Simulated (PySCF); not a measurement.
How methods differ on the excitation energy of Be

Be [He] 2s2 (1S) → Be [He] 2s1 2p1 (3P), as a difference of total energies. Calculation: PySCF 2.14, in dyall-av3z; the spin-free X2C one-electron Hamiltonian (Gaussian nucleus). Correlated levels: valence: 1s2 frozen; virtual orbitals above 40 to 60 times the deepest correlated orbital energy dropped. The calculations carry no spin-orbit coupling.

| method | excitation energy (cm⁻¹) | error (cm⁻¹) |
| --- | --- | --- |
| UHF | 13042 | -8938 |
| LDA | 19374 | -2606 |
| PBE | 18580 | -3401 |
| PBE0 | 18426 | -3554 |
| r2SCAN | 17189 | -4791 |
| wB97X | 19174 | -2806 |
| LC-wPBE | 18022 | -3958 |
| TPSSh | 19514 | -2467 |
| B2PLYP | 20220 | -1760 |
| MP2 (valence) | 18827 | -3153 |
| SCS-MP2 (valence) | 20520 | -1460 |

Reference: 21980 cm⁻¹ (measured; NIST levels, between the centres of gravity of the two terms).

Errors of the correlated levels include the incompleteness of this basis and the frozen core.
